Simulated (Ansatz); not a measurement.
Gas-phase electronic energies from Ansatz, PBE0-D4/def2-TZVP geometries. CCSD(T)/CBS adds triple-zeta CCSD(T) − MP2 to the extrapolated MP2 energy (def2 sets, frozen cores). This one scheme is used for every species. Functionals use def2-TZVPP. Each species was taken in one conformer, which may not be the lowest.

Reaction (ligand exchange at a B–F bond): `C=C(O)BF` + HCl → `C=C(O)BCl` + H–F

| level | ΔE (kcal/mol) | difference from CCSD(T)/CBS |
| --- | --- | --- |
| LDA (SPW92) | 10.7 | 0.6 |
| PBE-D4 | 9.8 | -0.3 |
| BLYP-D4 | 11.7 | 1.6 |
| PBE0-D4 | 10.0 | -0.1 |
| r2SCANh-D4 | 11.2 | 1.1 |
| CAM-B3LYP-D4 | 13.3 | 3.2 |
| r2SCAN | 11.5 | 1.4 |
| r2SCANh | 11.4 | 1.3 |
| RPA@PBE/def2-TZVPP | 11.6 | 1.5 |
| HF/def2-SVP | 16.1 | 6.0 |
| CCSD(T)/CBS | 10.1 | 0 |

Largest T1 diagnostic among the species: 0.013.

At CCSD(T), def2-SVP lies +3.7 kcal/mol from the extrapolated value and def2-TZVPP +1.0 kcal/mol. In def2-TZVPP, CCSD(T) changes the Hartree–Fock value by −4.3 kcal/mol (the triples alone add −0.8 kcal/mol) and MP2 by −6.0 kcal/mol. Leaving LDA and LC-ωPBE aside and taking each functional with its dispersion term where it has one, the values, not all of them listed here, spread over 4.4 kcal/mol, from revPBE-D4 to CAM-B3LYP-D4.
